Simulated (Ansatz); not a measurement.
Reaction (atomization): `CNB(O)F` → B• + C• + F• + 5 H• + N• + O•

Gas-phase electronic energies from Ansatz, PBE0-D4/def2-TZVP geometries. CBS: MP2 limit from def2 TZ/QZ plus the TZ coupled-cluster correction, frozen cores. This one scheme is used for every species, atoms too. For atomizations the MP2-based limit and the directly extrapolated one differ by several kJ/mol either way, and by 10 to 25 for some Ge, Se and Sn compounds, so smaller differences from it don't rank the levels. DFT in def2-TZVPP. B3LYP here is the variant with VWN-RPA as its local correlation; programs differ in this. HSE06 is defined as in plane-wave codes. Open shells (•) are unrestricted, without spin–orbit coupling. Spin–orbit coupling would lower the free atoms: a little for B, C, F, O. Each species was taken in one conformer, which may not be the lowest.

| level | ΔE (kJ/mol) | difference from CCSD(T)/CBS |
| --- | --- | --- |
| BLYP-D4 | 4162.2 | 20.3 |
| B3LYP-D4 | 4153.5 | 11.6 |
| r2SCANh-D4 | 4123.2 | -18.7 |
| HSE06-D4 | 4155.6 | 13.7 |
| r2SCAN | 4150.3 | 8.4 |
| LC-ωPBE | 4151.4 | 9.5 |
| CCSD/def2-SVP | 3902.6 | -239.3 |
| HF/def2-QZVPP | 3030.4 | -1111.5 |
| HF/CBS(def2) | 3031.3 | -1110.6 |
| CCSD/CBS(def2) | 4082.9 | -59.0 |
| CCSD(T)/CBS | 4141.9 | 0 |

Largest T1 diagnostic among the species: 0.014.

From r2SCAN to r2SCAN0 (25 % exact exchange), in def2-TZVPP and without D4, ΔE moves by −75.7 kJ/mol: exact exchange takes away binding that semilocal exchange gives to molecules. The D4 term adds +23.2 kJ/mol with B3LYP and +12.1 kJ/mol with PBE0; it sums over pairs of atoms, weighted by their polarisabilities, and B3LYP, whose exchange is more repulsive, gets the larger term.
